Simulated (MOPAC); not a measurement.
Input for MOPAC: AM1 on BS+, 2S+1 = 3, a spin state set in the input, which need not be the lowest, a point of a bond scan (R = 1.754 Å). Charge +1.

```
AM1 1SCF PRECISE CHARGE=1 UHF MS=1 THREADS=1
BS

B      0.00000000 1     0.00000000 1     0.00000000 1
S      0.00000000 1     0.00000000 1     1.75423900 1
```

Program output:

```
*******************************************************************************
 **                                                                           **
 **                              MOPAC v23.2.5                                **
 **                                                                           **
 *******************************************************************************
 ** MOPAC's Digital Object Identifier: https://doi.org/10.5281/zenodo.6511958 **
 **                                                                           **
 ** Please cite the open-source release paper for use of this MOPAC version:  **
 ** J. E. Moussa and J. J. P. Stewart (2026)                                  **
 ** MOPAC: An open-source semiempirical molecular orbital program             **
 ** J. Open Source Softw., 11(119), 8025, https://doi.org/10.21105/joss.08025 **
 *******************************************************************************

                              AM1 CALCULATION RESULTS

 *******************************************************************************
 *  AM1        - The AM1 Hamiltonian to be used
 *  UHF        - UNRESTRICTED HARTREE-FOCK CALCULATION
 *
 *
 *
 *                 CHARGE ON SYSTEM = +1
 *
 *
 *
 *  MS=        - IN MECI, MAGNETIC COMPONENT OF SPIN =  1.0
 *  PRECISE    - TIGHTER CRITERIA TO BE USED
 *  1SCF       - DO 1 SCF AND THEN STOP
 *  THREADS=1  - MULTI-THREADING NOT USED
 *  T=         - A TIME OF 172800.0 SECONDS REQUESTED
 *  DUMP=N     - RESTART FILE WRITTEN EVERY 7200.0 SECONDS REQUESTED
 *******************************************************************************
AM1 1SCF PRECISE CHARGE=1 UHF MS=1 THREADS=1
 BS

   ATOM   CHEMICAL          X               Y               Z
  NUMBER   SYMBOL      (ANGSTROMS)     (ANGSTROMS)     (ANGSTROMS)

     1       B          0.00000000  *   0.00000000  *   0.00000000  *
     2       S          0.00000000  *   0.00000000  *   1.75423900  *



          CARTESIAN COORDINATES

    NO.       ATOM           X           Y           Z

     1         B          0.0000      0.0000      0.0000
     2         S          0.0000      0.0000      1.7542

  B: (AM1): M.J.S. DEWAR ET AL, ORGANOMETALLICS, 7, 513-521 (1988)
  S: (AM1): M.J.S. DEWAR, Y-C YUAN, INORGANIC CHEMISTRY, 29, 3881:3890,  (1990)

           Empirical Formula: B S  =     2 atoms



      MOLECULAR POINT GROUP   :   C*v


          UHF CALCULATION, NO. OF ALPHA ELECTRONS =    5
                           NO. OF BETA  ELECTRONS =    3

 -------------------------------------------------------------------------------
 AM1 1SCF PRECISE CHARGE=1 UHF MS=1 THREADS=1
 BS



     1SCF WAS SPECIFIED, SO BFGS WAS NOT USED
     SCF FIELD WAS ACHIEVED


                              AM1 CALCULATION
                                                       MOPAC v23.2.5 Linux




          FINAL HEAT OF FORMATION =        302.93981 KCAL/MOL =    1267.50015 KJ/MOL


          COSMO AREA              =         78.66 SQUARE ANGSTROMS
          COSMO VOLUME            =         62.50 CUBIC ANGSTROMS

          IONIZATION POTENTIAL    =         15.686422 EV
          ALPHA SOMO LUMO (EV)    =        -17.606 -5.675
          BETA  SOMO LUMO (EV)    =        -15.686 -9.132
          NO. OF ALPHA ELECTRONS  =          5
          NO. OF BETA  ELECTRONS  =          3
          MOLECULAR WEIGHT        =         42.8700         POINT GROUP:  C*v

          MOLECULAR DIMENSIONS (Angstroms)

            Atom       Atom       Distance
            S     2    B     1     1.75424
            S     2    B     1     0.00000
            B     1    S     2     0.00000


          SCF CALCULATIONS        =          1





   ATOM   CHEMICAL          X               Y               Z
  NUMBER   SYMBOL      (ANGSTROMS)     (ANGSTROMS)     (ANGSTROMS)

     1       B          0.00000000  *   0.00000000  *   0.00000000  *
     2       S          0.00000000  *   0.00000000  *   1.75423900  *

                             CARTESIAN COORDINATES

   1    B        0.000000000     0.000000000     0.000000000
   2    S        0.000000000     0.000000000     1.754239000


           Empirical Formula: B S  =     2 atoms



      MOLECULAR POINT GROUP   :   C*v


          ALPHA EIGENVALUES
 -28.70487 -23.26747 -19.48866 -17.98336 -17.60643  -5.67497  -5.42724  -5.12120


           BETA EIGENVALUES
 -27.19488 -18.97538 -15.68642  -9.13206  -8.94246  -4.99724  -4.82906  -4.00493


              NET ATOMIC CHARGES AND DIPOLE CONTRIBUTIONS

  ATOM NO.   TYPE          CHARGE      No. of ELECS.   s-Pop       p-Pop
    1          B           0.683198        2.3168     1.77833     0.53847
    2          S           0.316802        5.6832     1.93031     3.75288
 DIPOLE           X         Y         Z       TOTAL
 POINT-CHG.     0.000     0.000    -3.632     3.632
 HYBRID        -0.000     0.000    -0.108     0.108
 SUM           -0.000     0.000    -3.740     3.740


          ATOMIC ORBITAL ELECTRON POPULATIONS

     Atom    s        px        py        pz
    1  B   1.77833   0.20392   0.04278   0.29177
    2  S   1.93031   1.79608   0.95722   0.99958


                    (SZ)    =    1.000000
                    (S**2)  =    2.025986


          ATOMIC ORBITAL SPIN POPULATIONS

    Atom   Total    s     px     py     pz
         Atomic
    1  B  0.3146  0.177 -0.063  0.043  0.157
    2  S  1.6854  0.017  0.063  0.957  0.649

 **********************
 *                    *
 * JOB ENDED NORMALLY *
 *                    *
 **********************




 == MOPAC DONE ==
```

The run finished.

Cost: roughly 0.020 core-seconds.
